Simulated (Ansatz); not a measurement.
Basis-set extrapolation for CH7NOSi, SMILES `CO[SiH2]N` (PBE0-D4/def2-TZVP geometry, frozen core, Ansatz). Multiplicity 1, RHF reference.

```tsv
	def2-TZVPP	def2-QZVPP
HF	-460.342758	-460.361067
MP2 correlation	-0.753765	-0.809469
CCSD(T) correlation	-0.819980	-0.870778
```

Energies in hartree. Use E(X) = E(∞) + A·exp(−7.88·√X) for Hartree–Fock and E(X) = E(∞) + B·X^(−2.97) for correlation, with X = 3 and 4.

What is the CCSD(T) energy at the basis-set limit?

HF limit: -460.361067 + (-0.018309) × 0.13774 = -460.36359. Correlation limit: -0.870778 + (-0.050798) × 0.74074 = -0.90841. Total: -461.27200 hartree, 286.9 kJ/mol below CCSD(T)/def2-TZVPP.
